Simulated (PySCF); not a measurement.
SnHCl3, SMILES [Cl][SnH]([Cl])[Cl].

Coordinates come from a B3LYP-D3(BJ)/def2-SVP optimisation. The def2 effective core potentials stand for the cores of Sn; spin–orbit coupling is left out.

These are PySCF 2.14.0 with IEF-PCM-ωB97X/def2-SVP values and carry that method's errors.

The values are the electrostatic part of the solvation free energy, E(continuum) − E(gas) at the gas-phase geometry, in a cavity of scaled van der Waals radii (PySCF's table); cavitation and dispersion terms are not included. A continuum can't describe solvent molecules that bind to the metal. In vacuum the orbital gap is 11.20 eV. The dipole moment in vacuum is 2.34 D.

Computed values in water (ε = 78.36), methanol (ε = 32.61), diethylether (ε = 4.24):
```csv
solvent,ε,ΔG(elec) (kcal/mol),dipole (D),gap (eV)
water,78.36,-4.1,3.20,11.33
methanol,32.61,-4.0,3.17,11.33
diethylether,4.24,-2.7,2.90,11.32
```
